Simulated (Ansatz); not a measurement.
Ansatz (a program for electronic structure) input (HF/STO-3G):

Ansatz 0.2 input:
```yaml
crystal:
  periodic: [false, false, false]
  atoms:
    - {symbol: C, position_ang: [-1.64531300, -0.69671500, 0.04491900]}
    - {symbol: Ge, position_ang: [-0.02813300, 0.35274100, -0.07007500]}
    - {symbol: C, position_ang: [1.56829700, -0.76538400, 0.23455700]}
    - {symbol: H, position_ang: [-2.10191300, -1.15193300, -0.82562700]}
    - {symbol: H, position_ang: [-2.13785500, -0.89465700, 0.98942000]}
    - {symbol: H, position_ang: [0.06085100, 0.99405700, -1.47050100]}
    - {symbol: H, position_ang: [-0.06958400, 1.46921600, 0.99483900]}
    - {symbol: H, position_ang: [1.52086700, -1.22240000, 1.22247400]}
    - {symbol: H, position_ang: [2.46925000, -0.15526500, 0.17011200]}
    - {symbol: H, position_ang: [1.62075100, -1.55413400, -0.51516400]}
basis:
  gaussian:
    orbitals: STO-3G
hamiltonian:
  xc: {name: HF}
magnetization: {spin_polarized: true, initial_magnetization: 1}
relax: {f_tol: 0.003, max_steps: 120}
```

Output:

```
Functional definition: HF
integrals: 0.00 GiB planned
442 factors; integrals over basis functions are off by at most 1.3e-5 eV
mean field: 0.11 GiB planned
mean field evaluation 1: about -57976.1594 eV, gradient 8.2e0 eV
mean field evaluation 2: about -57976.2052 eV, gradient 8.2e0 eV
mean field evaluation 4: about -57976.9884 eV, gradient 7.9e-1 eV
mean field evaluation 8: about -57977.0003 eV, gradient 8.2e-3 eV
mean field -57977.00032511 eV, -2130.6154637254 hartree, gradient 2.4e-5 eV, S^2 0.768127; 0 other end points of the search recorded, 0 dependent functions left out
the calculation of the forces begins
reference -57977.00032511 eV, -2130.6154637254 hartree; 26, 25 occupied and 9, 10 virtual orbitals, 442 factors
relax step   1: F+E_penalty+E_count = -57977.00032511 eV  Δ(F+E_penalty+E_count) = +0.000e0 eV  max|allowed force component| = 1.870e0 eV/Å  Δτ_max = 0.0000 Å  (31 SCF iters, accepted)
these checks for a lower state are left out or cut short: starts, cluster_reference, orbital_swaps, neighbouring_geometries, increment
integrals: 0.00 GiB planned
442 factors; integrals over basis functions are off by at most 1.4e-5 eV
mean field: 0.11 GiB planned
mean field evaluation 16: about -57977.3117 eV, gradient 4.7e-5 eV
mean field -57977.31165889 eV, -2130.6269050310 hartree, gradient 4.7e-5 eV, S^2 0.766694; 0 other end points of the search recorded, 0 dependent functions left out
the calculation of the forces begins
reference -57977.31165889 eV, -2130.6269050310 hartree; 26, 25 occupied and 9, 10 virtual orbitals, 442 factors
relax step   2: F+E_penalty+E_count = -57977.31165889 eV  Δ(F+E_penalty+E_count) = -3.113e-1 eV  max|allowed force component| = 2.568e-1 eV/Å  Δτ_max = 0.1051 Å  (30 SCF iters, accepted)
these checks for a lower state are left out or cut short: starts, cluster_reference, orbital_swaps, neighbouring_geometries, increment
integrals: 0.00 GiB planned
442 factors; integrals over basis functions are off by at most 1.4e-5 eV
mean field: 0.11 GiB planned
mean field -57977.31459891 eV, -2130.6270130745 hartree, gradient 4.6e-5 eV, S^2 0.766436; 0 other end points of the search recorded, 0 dependent functions left out
the calculation of the forces begins
reference -57977.31459891 eV, -2130.6270130745 hartree; 26, 25 occupied and 9, 10 virtual orbitals, 442 factors
relax step   3: F+E_penalty+E_count = -57977.31459891 eV  Δ(F+E_penalty+E_count) = -2.940e-3 eV  max|allowed force component| = 6.668e-2 eV/Å  Δτ_max = 0.0146 Å  (25 SCF iters, accepted)
these checks for a lower state are left out or cut short: starts, cluster_reference, orbital_swaps, neighbouring_geometries, increment
integrals: 0.00 GiB planned
442 factors; integrals over basis functions are off by at most 1.4e-5 eV
mean field: 0.11 GiB planned
mean field -57977.31488657 eV, -2130.6270236459 hartree, gradient 4.7e-5 eV, S^2 0.766371; 0 other end points of the search recorded, 0 dependent functions left out
the calculation of the forces begins
reference -57977.31488657 eV, -2130.6270236459 hartree; 26, 25 occupied and 9, 10 virtual orbitals, 442 factors
relax step   4: F+E_penalty+E_count = -57977.31488657 eV  Δ(F+E_penalty+E_count) = -2.877e-4 eV  max|allowed force component| = 1.193e-2 eV/Å  Δτ_max = 0.0047 Å  (25 SCF iters, accepted)
these checks for a lower state are left out or cut short: starts, cluster_reference, orbital_swaps, neighbouring_geometries, increment
integrals: 0.00 GiB planned
442 factors; integrals over basis functions are off by at most 1.4e-5 eV
mean field: 0.11 GiB planned
mean field -57977.31487573 eV, -2130.6270232478 hartree, gradient 4.7e-5 eV, S^2 0.766388; 0 other end points of the search recorded, 0 dependent functions left out
the calculation of the forces begins
reference -57977.31487573 eV, -2130.6270232478 hartree; 26, 25 occupied and 9, 10 virtual orbitals, 442 factors
relax step   5: F+E_penalty+E_count = -57977.31487573 eV  Δ(F+E_penalty+E_count) = +1.083e-5 eV  max|allowed force component| = 2.162e-2 eV/Å  Δτ_max = 0.0059 Å  (25 SCF iters, rejected (line search))
these checks for a lower state are left out or cut short: starts, cluster_reference, orbital_swaps, neighbouring_geometries, increment
integrals: 0.00 GiB planned
442 factors; integrals over basis functions are off by at most 1.4e-5 eV
mean field: 0.11 GiB planned
mean field evaluation 32: about -57977.2709 eV, gradient 9.7e-2 eV
mean field -57977.31489751 eV, -2130.6270240479 hartree, gradient 4.7e-5 eV, S^2 0.766371; 0 other end points of the search recorded, 0 dependent functions left out
the calculation of the forces begins
reference -57977.31489751 eV, -2130.6270240479 hartree; 26, 25 occupied and 9, 10 virtual orbitals, 442 factors
relax step   6: F+E_penalty+E_count = -57977.31489751 eV  Δ(F+E_penalty+E_count) = -1.094e-5 eV  max|allowed force component| = 1.081e-3 eV/Å  Δτ_max = 0.0029 Å  (26 SCF iters, accepted)
integrals: 0.00 GiB planned
442 factors; integrals over basis functions are off by at most 1.4e-5 eV
mean field: 0.11 GiB planned
mean field -57977.31489751 eV, -2130.6270240479 hartree, gradient 4.7e-5 eV, S^2 0.766371; 1 other end points of the search recorded, 0 dependent functions left out
the calculation of the forces begins
reference -57977.31489751 eV, -2130.6270240479 hartree; 26, 25 occupied and 9, 10 virtual orbitals, 442 factors
Total energy: -57977.31489751 eV, -2130.6270240479 hartree
Atom 0 at    -1.594820    -0.664799     0.042370 Å, force    -0.001002    -0.000301     0.000022 eV/Å
Atom 1 at    -0.028068     0.358523    -0.069616 Å, force    -0.000895     0.000048    -0.000005 eV/Å
Atom 2 at     1.511750    -0.738388     0.225609 Å, force     0.000527    -0.000990     0.001081 eV/Å
Atom 3 at    -2.045119    -1.148532    -0.812341 Å, force     0.000753     0.000064     0.000860 eV/Å
Atom 4 at    -2.088262    -0.884808     0.978058 Å, force     0.000245     0.000765    -0.001020 eV/Å
Atom 5 at     0.064644     0.951843    -1.375132 Å, force    -0.000039     0.000062    -0.000033 eV/Å
Atom 6 at    -0.058832     1.394508     0.926027 Å, force     0.000088    -0.000408     0.000197 eV/Å
Atom 7 at     1.488314    -1.203896     1.202067 Å, force     0.000086     0.000332    -0.000595 eV/Å
Atom 8 at     2.423628    -0.158649     0.166031 Å, force     0.000205     0.000388    -0.000292 eV/Å
Atom 9 at     1.583983    -1.530276    -0.508117 Å, force     0.000033     0.000042    -0.000214 eV/Å
Dipole moment:     0.010338    -0.001382     0.000382 e Å
```

The geometry given is a B3LYP-D3(BJ)/def2-TZVP minimum.
